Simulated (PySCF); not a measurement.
UHF on Sb³⁺ (antimony, charge +3)

Configuration: [Kr] 4d10 5s2, closed-shell 1S. All numbers are calculated (PySCF 2.14, scalar relativity by spin-free X2C-1e, in x2c-QZVPPall (13s9p7d4f1g, 112 functions)).

```
Total energy                        : -6476.247915 hartree
One-electron energy                 : -8845.1440 hartree
Hartree (Coulomb) energy            : 2537.5198 hartree
Exchange energy                     : -168.6238 hartree
⟨S²⟩                                : 0.0000
⟨L²⟩                                : 0.000
Sum of ⟨r⟩                          : 27.61 bohr
Sum of ⟨r²⟩                         : 30.29 bohr²
Langevin diamagnetic susceptibility : -24.0 ×10⁻⁶ cm³/mol
```

```csv
shell,electrons,mean orbital energy (eV),"rms radius, mean of both spins (bohr)"
1s,2,-30673.1,0.0325
2s,2,-4787.9,0.133
2p,6,-4296.9,0.118
3s,2,-1003.4,0.351
3p,6,-838.95,0.352
3d,10,-587.59,0.331
4s,2,-205.86,0.843
4p,6,-152.89,0.912
4d,10,-73.415,1.10
5s,2,-41.880,2.19
```

Densities and radii are taken from the X2C orbitals without a picture-change correction, which distorts them close to the nucleus.
